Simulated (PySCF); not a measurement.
**`C=Cc1pccs1`, C5H5PS**

Geometry (Å), atoms numbered from 1 in this order:
```xyz
12

C    -2.5199   -0.3459   -0.1744
C    -1.6038    0.5562    0.1723
C    -0.1862    0.3297    0.2269
P     0.9401    1.5553    0.6887
C     2.3343    0.4935    0.4924
C     2.1006   -0.7775    0.0939
S     0.4710   -1.2276   -0.1804
H    -2.2451   -1.3510   -0.4503
H    -3.5684   -0.1075   -0.1933
H    -1.9035    1.5607    0.4458
H     3.3347    0.8483    0.6844
H     2.8474   -1.5349   -0.0673
```

Computed, not measured: GIAO CAM-B3LYP/pcSseg-1 magnetisability, rotational g tensor and spin-rotation constants, non-relativistic, gas phase in PySCF. Geometry: GFN2-xTB.

(1) How diamagnetic is it, and how anisotropic?

(2) Split it along the inertial axes a, b, c into diamagnetic and paramagnetic parts about the centre of mass, with the quadrupole moment.

(3) And the rotational g tensor?

Results:

(1) Isotropic -1257 × 10⁻³⁰ J/T², or -75.7 × 10⁻⁶ cm³/mol; principal values -1890, -955, -927 × 10⁻³⁰ J/T², anisotropy 950 × 10⁻³⁰ J/T² (root of half the summed squared differences of the principal values). The susceptibility is in cgs units.

(2) 
```csv
axis,χ (10⁻⁶ cm³/mol),diamagnetic (10⁻⁶ cm³/mol),paramagnetic (10⁻⁶ cm³/mol),summed x² of all electrons (Å²),quadrupole Θ (D Å)
a,-57.3,-447.7,390.4,176.5,+8.47
b,-56.0,-802.1,746.1,93.0,-0.07
c,-113.8,-1143.2,1029.3,12.6,-8.40
```
Anisotropies 2χaa − χbb − χcc = +55.3 and 2χbb − χaa − χcc = +59.1 × 10⁻⁶ cm³/mol. Θ is traceless in Buckingham's convention.

(3) 
```csv
axis,rotational constant (GHz),g,nuclear part,electronic part
a,3.2377,-0.0675,0.5263,-0.5938
b,1.7315,-0.0331,0.5738,-0.6069
c,1.1282,+0.0117,0.5573,-0.5456
```
Asymmetric top; isotopes 12C, 1H, 31P, 32S; no vibrational averaging.
